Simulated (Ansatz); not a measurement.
A structure relaxed at PBE0-D4/def2-TZVP, charge 0, multiplicity 1:

| atom | x (Å) | y (Å) | z (Å) |
| --- | --- | --- | --- |
| N1 | -1.368 | -0.417 | -1.308 |
| Si2 | 0.070 | 0.500 | -1.134 |
| O3 | -0.009 | 2.131 | -1.353 |
| Si4 | 0.683 | 0.044 | 1.072 |
| N5 | 0.854 | -1.615 | 1.362 |
| Cl6 | -0.854 | 0.939 | 2.178 |
| Cl7 | 2.404 | 0.949 | 1.729 |
| H8 | -1.732 | -0.637 | -2.222 |
| H9 | -2.111 | -0.330 | -0.633 |
| H10 | 1.017 | 0.024 | -2.166 |
| H11 | -0.426 | 2.650 | -0.663 |
| H12 | 1.255 | -1.976 | 2.212 |
| H13 | 0.217 | -2.263 | 0.926 |

**Question.** Give its formula and SMILES.

**Answer.** Cl2H6N2OSi2, `N[SiH](O)[Si](N)(Cl)Cl`.

**Question.** Point group (tolerance 0.08 Å, 0.16 Å for H)?

**Answer.** C1.

**Question.** Summarise the bond lengths by kind.

**Answer.** 2 × N–Si 1.693 to 1.714 Å; 4 × H–N 1.007 to 1.008 Å; 1 × O–Si 1.647 Å; 1 × Si–Si 2.334 Å; 1 × H–Si 1.479 Å; 1 × H–O 0.959 Å; 2 × Cl–Si 2.052 to 2.094 Å.

Results of the Gaussian-basis code of Ansatz.
